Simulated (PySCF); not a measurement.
**Adding and removing an electron: Pb₂**

UHF; PySCF, scalar-relativistic core potentials, basis sets Pb def2-SVP with ECP60. Neutral (UHF): triplet (π ↑↑), Re = 2.860 Å, ωe = 153 cm⁻¹, De = 0.49 eV, HOMO -6.28 eV, LUMO -0.04 eV.

Pb₂⁺ (UHF): quartet (σ ↑, π ↑↑), Re = 2.917 Å, ωe = 131 cm⁻¹, De = 1.35 eV to Pb⁺ + Pb. The energies at the minima are -383.68459 hartree for Pb2 and -383.47501 for Pb₂⁺.

**Question.** Work out the adiabatic ionisation energy, without and with harmonic zero-point energies (1 hartree = 27.2114 eV, 1 eV = 8065.5 cm⁻¹), and the change of the bond length.

**Answer.** At UHF: 0.20958 hartree = 5.703 eV between the minima; the zero-point term (131.0 − 153.0)/2 cm⁻¹ = -0.001 eV makes it 5.702 eV. Re changes by +5.7 pm against the neutral. The electron leaves a σ orbital, and the longer bond of the ion fits a bonding orbital, or a change in how ionic the bond is.

These are scalar-relativistic numbers at best; spin–orbit coupling would shift them, the dissociation energy most. Hartree–Fock leaves out correlation, which carries a large part of most bond energies and some tenths to 1 eV of ionisation energies. States were picked by a PBE0 search and need not be the measured ground states.
